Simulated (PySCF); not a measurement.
Species: CH₉FGe₂N₂.
Geometry (PBE0-D3(BJ)/def2-SVP, Å), atoms numbered from 1 in this order:
```xyz
15
CH9FGe2N2 angstrom
C     -2.3061    0.4136   -0.2912
N     -0.9361    0.1215    0.0446
Ge    -0.0479   -1.3930   -0.4365
N      1.6995   -0.8141   -0.4544
Ge     2.0863    0.9507   -0.3160
F      1.4247    1.5604    1.2006
H     -2.4752    1.5027   -0.3383
H     -2.5443    0.0129   -1.2900
H     -3.0526   -0.0055    0.4121
H     -0.5996    0.5736    0.8911
H     -0.5905   -1.7772   -1.8276
H     -0.1140   -2.6128    0.5163
H      2.3956   -1.4398   -0.0595
H      3.6078    1.1137   -0.1829
H      1.4362    1.7921   -1.4133
```

The closed-shell ground state was solved at several levels (PySCF, density fitting, gas phase). The calculation is non-relativistic and has no spin–orbit coupling, an omission that weighs most on germanium.

```csv
level,basis functions,HOMO (eV),LUMO (eV),gap (eV),dipole (D)
PBE0/6-31G*,138,-6.39,0.61,7.00,1.28
PBE0/6-31G,108,-6.37,0.50,6.87,1.56
LC-wPBE/pcSseg-1,195,-9.37,2.87,12.24,1.38
PBE0/cc-pVDZ,155,-6.47,0.72,7.19,1.33
B3LYP/def2-SVPD,231,-6.47,-0.11,6.36,1.43
CAM-B3LYP/pcSseg-1,195,-7.99,1.60,9.59,1.39
PBE0/STO-3G,65,-3.07,6.27,9.34,0.93
```

Question: What might BHandHLYP/pcSseg-1 (195 basis functions) give for the same quantities?

Answer: HOMO -7.92 eV, LUMO 1.46 eV, gap 9.38 eV, dipole 1.48 D.

Question: Over all these levels, which gives the widest orbital gap and which the narrowest?

Answer: LC-wPBE/pcSseg-1 (range-separated hybrid) has the widest, 12.24 eV, and B3LYP/def2-SVPD (global hybrid, 20 % exact exchange) the narrowest, 6.36 eV. Functional and basis both differ between the two, so the spread mixes both effects.

Question: How much does the basis alone move the frontier levels among the 4 PBE0 rows?

Answer: The HOMO by 3.40 eV and the LUMO by 5.77 eV. By rising basis size (HOMO, LUMO in eV): STO-3G -3.07, 6.27; 6-31G -6.37, 0.50; 6-31G* -6.39, 0.61; cc-pVDZ -6.47, 0.72.

Question: How far do the dipole and the HOMO energy spread over the levels?

Answer: The dipole runs from 0.93 to 1.56 D (mean 1.35 D) and the HOMO from -9.37 to -3.07 eV.

One conformer stands for the species.
